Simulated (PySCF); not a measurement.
PySCF input:

```python
from pyscf import gto, scf, dft

mol = gto.M(
    atom='''
    Si    0.14396459    0.02472415    0.01615681
    F    -0.33332693   -1.06052815   -1.11229603
    F    -0.66769865   -0.51529354    1.31274055
    F    -0.81004134    1.27472655   -0.43810332
    N     1.71057088    0.25339972    0.33180557
    H     2.31010189    0.58992019   -0.40990512
    ''',
    basis='def2-tzvpd',
    charge=-1,
    spin=0,
    verbose=4,
)

mf = scf.RHF(mol).density_fit(auxbasis='def2-universal-jkfit')
mf.conv_tol = 1e-9
mf.max_cycle = 100
mf.max_memory = 1500
mf.kernel()
if not mf.converged:
    mf = mf.newton()
    mf.kernel(mf.make_rdm1())
mf.analyze()
```

**Question.** What final total energy does it print?

**Answer.** -642.70636 Eh (HF/def2-TZVPD).

It need not be the lowest isomer of its formula. Whether it binds its extra electron was not tested at this geometry.
